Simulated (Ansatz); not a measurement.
Species: HBO, SMILES `B=O` with one electron removed (charge 1, multiplicity 2).

Q: Give a relaxed geometry from Ansatz (a first-principles code) with PBE0-D4/def2-TZVP.

A: the end point of this relaxation (outside a Z-matrix the atoms follow the SMILES, hydrogens last).
Bonded distances (Å): B1–O2 1.300, B1–H3 1.179. Bond angles (°): O2–B1–H3 180.0.
